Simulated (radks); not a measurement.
Task: Ba, 56 electrons, occupied as [Xe] 6s2. Calculated with a radial shooting solver on a logarithmic mesh with Libxc functionals: Dirac Kohn-Sham, PBE, spin-unpolarised, spherical densities, finite nucleus; Fermi nuclear charge, rms radius 4.8378 fm. Some entries of the table are withheld. Estimate them.

| orbital | occ. | eigenvalue (Ry) | r(max) (bohr) |
|---|---|---|---|
| 1s1/2 | 2 | -2736.065 | (1) |
| 2s1/2 | 2 | -432.3018 | 0.09302 |
| 2p1/2 | 2 | (2) | 0.07107 |
| 2p3/2 | 4 | (3) | 0.07614 |
| 3s1/2 | 2 | -91.25448 | 0.2665 |
| 3p1/2 | 2 | -80.72857 | (4) |
| 3p3/2 | 4 | -75.30538 | (5) |
| 3d3/2 | 4 | -56.83617 | 0.2133 |
| 3d5/2 | 6 | -55.68016 | 0.2165 |
| 4s1/2 | 2 | -17.90404 | (6) |
| 4p1/2 | 2 | -14.07750 | 0.6375 |
| 4p3/2 | 4 | -12.94731 | 0.6616 |
| 4d3/2 | 4 | -6.69761 | 0.6910 |
| 4d5/2 | 6 | -6.50552 | 0.6990 |
| 5s1/2 | 2 | (7) | 1.473 |
| 5p1/2 | 2 | -1.48213 | 1.626 |
| 5p3/2 | 4 | -1.32991 | 1.695 |
| 6s1/2 | 2 | -0.23734 | 4.152 |

Result: 
(1) 1s1/2 r(max) (bohr): 0.01642
(2) 2p1/2 eigenvalue (Ry): -407.2283
(3) 2p3/2 eigenvalue (Ry): -379.1716
(4) 3p1/2 r(max) (bohr): 0.2531
(5) 3p3/2 r(max) (bohr): 0.2642
(6) 4s1/2 r(max) (bohr): 0.6254
(7) 5s1/2 eigenvalue (Ry): -2.47172
